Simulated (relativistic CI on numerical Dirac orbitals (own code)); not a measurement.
## Crystal-field levels of Zn³⁺, 3d9

Calculated by Dirac-Coulomb-Breit CI, separate exchange-only KLI orbitals for each configuration, QED by a radiative potential, valence Slater integrals scaled by 0.85, one configuration in a parametric crystal field (own radial code).

Field parameters in Wybourne normalisation: D3d B²₀ = −7Dσ, B⁴₀ = −14Dq − 21Dτ, B⁴₃ = −14√(10/7) Dq. The field is a parameter set, without covalency.

S and J are read from ⟨S²⟩ = S(S + 1) and ⟨J²⟩ = J(J + 1) of each level; they are not fictitious spins.

D3d, 10Dq = 17600, Dσ = -1200, Dτ = 240 cm⁻¹, the lowest 5 levels:

| E (cm⁻¹) | Degeneracy | Irrep | S | J |
| --- | --- | --- | --- | --- |
| 0.0 | 2 | Γ5+Γ6 | 0.50 | 2.26 |
| 314 | 2 | Γ4 | 0.50 | 2.16 |
| 17527 | 2 | Γ4 | 0.50 | 2.29 |
| 19546 | 2 | Γ4 | 0.50 | 2.17 |
| 20752 | 2 | Γ5+Γ6 | 0.50 | 1.83 |

Principal g values of the ground doublet: 0.00, 0.00, 2.79.

D3d, 10Dq = 17600, Dσ = -980, Dτ = 240 cm⁻¹, the lowest 5 levels:

```json
{"E (cm⁻¹)": "0.0", "Degeneracy": "2", "Irrep": "Γ5+Γ6", "S": "0.50", "J": "2.25"}
{"E (cm⁻¹)": "279", "Degeneracy": "2", "Irrep": "Γ4", "S": "0.50", "J": "2.16"}
{"E (cm⁻¹)": "17744", "Degeneracy": "2", "Irrep": "Γ4", "S": "0.50", "J": "2.37"}
{"E (cm⁻¹)": "19339", "Degeneracy": "2", "Irrep": "Γ4", "S": "0.50", "J": "2.08"}
{"E (cm⁻¹)": "20368", "Degeneracy": "2", "Irrep": "Γ5+Γ6", "S": "0.50", "J": "1.83"}
```

Principal g values of the ground doublet: 0.00, 0.00, 2.73.

D3d, 10Dq = 17600, Dσ = -760, Dτ = 240 cm⁻¹, the lowest 5 levels:

```csv
E (cm⁻¹),Degeneracy,Irrep,S,J
0.0,2,Γ5+Γ6,0.50,2.25
241,2,Γ4,0.50,2.17
17851,2,Γ4,0.50,2.46
19266,2,Γ4,0.50,1.97
19999,2,Γ5+Γ6,0.50,1.84
```

Principal g values of the ground doublet: 0.00, 0.00, 2.66.

The free-ion ground term has S = 1/2. Every field shown keeps that spin.

Levels of this model without a field, named by their leading LS term: 2D_5/2 0, 2D_3/2 2682 cm⁻¹.
